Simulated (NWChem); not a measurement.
System: SiH2BrCl; SMILES Cl[SiH2]Br

Computed with NWChem. Pople sets run with spherical d functions. STO-3G and 3-21G are far too small for this property and stand as cheap habits. All runs use the structure optimised with PBE0/def2-SVP. Field at 589 nm.

```
level              isotropic polarisability (bohr³)  anisotropy (bohr³)
-----------------  --------------------------------  ------------------
B3LYP/STO-3G                                   20.9                20.1
B3LYP/6-31G*                                   46.9                 ___
B3LYP/def2-SVP                                 46.9                19.9
B3LYP/def2-SVPD                                64.5                21.6
B3LYP/aug-cc-pVDZ                              63.6                22.5
```

Question: Fill in the missing entries.

Answer: 
- B3LYP/6-31G*, anisotropy (bohr³): 23.0
